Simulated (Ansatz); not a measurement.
`[CH3][Ge]([F])[F]` radical, relaxed with UKS PBE0-D4/def2-TZVP in Ansatz 0.2.0 from a PBE-D4/def2-SVP geometry. The force threshold is 0.005 eV/Å; the program also tests the step.

Total charge 0; spin multiplicity 2.

Start:

```xyz
7

C    -0.151   -0.317    0.823
Ge   -0.073    0.916   -0.741
F    -0.910    0.094   -2.062
F     1.611    0.930   -1.276
H     0.449    0.103    1.651
H    -1.205   -0.450    1.131
H     0.278   -1.277    0.474
```

```csv
step,energy (eV),largest force (eV/Å),largest move (Å)
1,-63028.6076,0.629,0.000
2,-63028.6395,0.313,0.017
3,-63028.6451,0.049,0.020
4,-63028.6456,0.033,0.011
5,-63028.6457,0.002,0.003
```

End:

```xyz
7

C    -0.150   -0.313    0.814
Ge   -0.070    0.897   -0.731
F    -0.893    0.099   -2.041
F     1.586    0.923   -1.267
H     0.441    0.099    1.630
H    -1.187   -0.444    1.120
H     0.272   -1.261    0.475
```

It took 33 s on 2 threads of an AMD EPYC 7R13 on a shared host, with 0.52 GiB of host memory at the peak.
